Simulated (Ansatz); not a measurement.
The same atomization along the group B, Al, Ga, In.

Calculated with Ansatz (gas phase, PBE0-D4/def2-TZVP geometries, no zero-point term in ΔE). CCSD(T)/CBS is the MP2 limit (def2-TZVPP, def2-QZVPP) plus CCSD(T) − MP2 in def2-TZVPP, frozen cores. This one scheme is used for every species, atoms too. Functionals use def2-TZVPP. Open shells (•) are unrestricted, without spin–orbit coupling. Spin–orbit coupling would lower the free atoms: a little for Al, B, C, F; clearly for Ga; strongly for In. def2 core potentials past Kr. For Ga, In outer-core shells are correlated without core-valence functions, so the limit isn't a true one: a few kJ/mol of doubt a bond, and 10 to 20 or more in all where bonds break to atoms. Scalar relativity is left out up to krypton.

| reaction | ωB97M-V (kJ/mol) | PBE0-D4 (kJ/mol) |
| --- | --- | --- |
| `N#CB(F)F` → B• + C• + 2 F• + N• | 2584 | 2580 |
| `N#[C][Al]([F])[F]` → Al• + C• + 2 F• + N• | 2381 | 2348 |
| `N#[C][Ga]([F])[F]` → Ga• + C• + 2 F• + N• | 2084 | 2069 |
| `N#[C][In]([F])[F]` → In• + C• + 2 F• + N• | 1931 | 1904 |

Give the CCSD(T)/CBS values in the same order. (Estimate.)

Ansatz gave: 2560, 2391, 2094, 1940 kJ/mol.

Largest T1 diagnostic: 0.018, for Al•.

For atomizations the MP2-based limit and the directly extrapolated one differ by several kJ/mol either way, and by 10 to 25 for some Ge, Se and Sn compounds, so smaller differences from it don't rank the levels.
